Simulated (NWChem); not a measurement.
All runs are NWChem calculations. System: C4H5, charge 0, spin multiplicity 2, at a geometry optimised with UB3LYP/def2-SVP. The structure started from a generated list of species. Its SCF solution wasn't tested for a lower state. Level: UM06-2X/def2-TZVP.

NWChem printed:

```
             Northwest Computational Chemistry Package (NWChem) 7.3.0
             --------------------------------------------------------

                                NWChem Input Module
                                -------------------

 Scaling coordinates for geometry "geometry" by  1.889725989
 (inverse scale =  0.529177249)

 Turning off AUTOSYM since
 SYMMETRY directive was detected!

                             Geometry "geometry" -> ""
                             -------------------------

 Output coordinates in angstroms (scale by  1.889725989 to convert to a.u.)

  No.       Tag          Charge          X              Y              Z
 ---- ---------------- ---------- -------------- -------------- --------------
    1 C                    6.0000     0.00985100     1.89884500     0.00000000
    2 C                    6.0000    -0.20776500     0.61129000     0.00000000
    3 C                    6.0000    -0.43683100    -0.72512300     0.00000000
    4 C                    6.0000     0.53857500    -1.72641700     0.00000000
    5 H                    1.0000     0.10734600     2.47260300    -0.93315600
    6 H                    1.0000     0.10734600     2.47260300     0.93315600
    7 H                    1.0000    -1.49085700    -1.03747700     0.00000000
    8 H                    1.0000     1.60263200    -1.48005800     0.00000000
    9 H                    1.0000     0.25054800    -2.77924100     0.00000000

 Effective nuclear repulsion energy (a.u.)      95.3842823133

            Nuclear Dipole moment (a.u.)
            ----------------------------
        X                 Y               Z
 ---------------- ---------------- ----------------
    -0.0000094486    -0.0000000000     0.0000000000

      Symmetry information
      --------------------

 Group name             Cs
 Group number              2
 Group order               2
 No. of unique centers     8

      Symmetry unique atoms

     1    2    3    4    5    7    8    9


 Summary of "ao basis" -> "" (spherical)
 ------------------------------------------------------------------------------
       Tag                 Description            Shells   Functions and Types
 ---------------- ------------------------------  ------  ---------------------
 *                         def2-tzvp                  on all atoms

                                 NWChem DFT Module
                                 -----------------

 Summary of "ao basis" -> "ao basis" (spherical)
[...]
 overlap   0.996  0.994  0.997  0.985  0.985  0.993  0.989  0.998  0.997  0.990

   alpha     31     32     33     34     35     36     37     38     39     40
    beta     31     32     33     34     35     37     36     38     39     40
 overlap   0.953  0.956  0.994  0.991  0.986  0.993  0.997  0.954  0.878  0.898

   alpha     41     42     43     44     45     46     47     48     49     50
    beta     41     42     43     44     45     46     47     48     49     50
 overlap   0.996  0.981  0.982  0.998  0.994  0.995  0.996  0.996  0.995  0.999

   alpha     51     52     53     54     55     56     57     58     59     60
    beta     51     52     53     54     55     56     57     58     59     60
 overlap   0.999  0.991  0.999  0.991  0.999  0.999  0.994  0.999  0.995  0.998

   alpha     61     62     63     64     65     66     67     68     69     70
    beta     61     62     63     64     65     66     67     68     69     71
 overlap   0.999  0.998  0.998  0.999  0.990  0.994  0.990  0.975  0.977  0.966

   alpha     71     72     73     74     75     76     77     78     79     80
    beta     70     73     72     74     76     75     77     78     79     80
 overlap   0.995  0.997  0.969  0.982  0.980  0.991  0.995  0.998  0.986  1.000

   alpha     81     82     83     84     85     86     87     88     89     90
    beta     81     82     83     84     85     86     87     88     89     90
 overlap   0.986  0.997  0.999  1.000  1.000  0.999  1.000  0.999  0.999  0.999

   alpha     91     92     93     94     95     96     97     98     99    100
    beta     91     92     94     93     95     96     98     97     99    101
 overlap   0.999  0.999  0.992  0.997  0.999  0.991  0.993  0.991  0.993  0.996

   alpha    101    102    103    104    105    106    107    108    109    110
    beta    100    102    103    104    105    106    107    108    109    110
 overlap   0.990  0.963  0.970  0.996  0.993  0.933  0.930  0.996  0.979  0.982

   alpha    111    112    113    114    115    116    117    118    119    120
    beta    111    112    113    114    115    116    117    118    119    121
 overlap   0.973  0.924  0.722  0.814  0.771  0.735  0.832  0.927  0.829  0.816

   alpha    121    122    123    124    125    126    127    128    129    130
    beta    120    122    123    124    125    126    127    128    129    130
 overlap   0.932  0.986  0.982  0.972  0.986  0.982  0.990  0.985  0.990  0.996

   alpha    131    132    133    134    135    136    137    138    139    140
    beta    131    132    133    134    135    136    137    138    139    140
 overlap   0.999  0.993  0.995  0.999  0.996  0.997  0.999  0.918  0.919  0.999

   alpha    141    142    143    144    145    146    147    148    149    150
    beta    141    142    143    144    145    146    147    148    149    150
 overlap   0.998  0.999  0.996  0.960  0.958  0.995  1.000  0.999  0.999  1.000

   alpha    151    152    153    154
    beta    151    152    153    154
 overlap   1.000  1.000  1.000  1.000

     --------------------------
     Expectation value of S2:
     --------------------------
      <S2> =      0.7821 (Exact =     0.7500)

 center of mass
 --------------
 x =  -0.02039790 y =   0.01242804 z =   0.00000000

 moments of inertia (a.u.)
 ------------------
         410.602772820554          34.464008637591           0.000000000000
          34.464008637591          46.259020128695           0.000000000000
           0.000000000000           0.000000000000         444.326014854530

     Multipole analysis of the density
     ---------------------------------

     L   x y z        total         alpha         beta         nuclear
     -   - - -        -----         -----         ----         -------
     0   0 0 0     -0.000000    -15.000000    -14.000000     29.000000

     1   1 0 0     -0.026710     -0.292284      0.265583     -0.000009
     1   0 1 0      0.024537      0.628742     -0.604206     -0.000000
     1   0 0 1     -0.000000      0.000000     -0.000000      0.000000

     2   2 0 0    -18.447432    -24.175053    -22.918710     28.646330
     2   1 1 0      0.641795     11.101091      8.534593    -18.993889
     2   1 0 1     -0.000000     -0.000000      0.000000      0.000000
     2   0 2 0    -15.780874   -134.007659   -125.077980    243.304764
     2   0 1 1      0.000000      0.000000      0.000000      0.000000
     2   0 0 2    -19.677967    -14.135693    -11.761497      6.219224

 Task  times  cpu:       27.2s     wall:       27.2s

 Total times  cpu:       27.2s     wall:       27.2s
```

**Question.** Write an NWChem input that would produce this output.

**Answer.** Several could match; the one computed here: 
```
start mol
memory heap 200 mb stack 900 mb global 1100 mb
geometry units angstroms nocenter noautoz
  C      0.009851     1.898845     0.000000
  C     -0.207765     0.611290     0.000000
  C     -0.436831    -0.725123     0.000000
  C      0.538575    -1.726417     0.000000
  H      0.107346     2.472603    -0.933156
  H      0.107346     2.472603     0.933156
  H     -1.490857    -1.037477     0.000000
  H      1.602632    -1.480058     0.000000
  H      0.250548    -2.779241     0.000000
  symmetry group Cs
end
basis spherical
  * library def2-tzvp
end
dft
  xc m06-2x
  odft
  mult 2
  semidirect memsize 60000000 filesize 0
  iterations 100
  grid fine
end
task dft energy
```
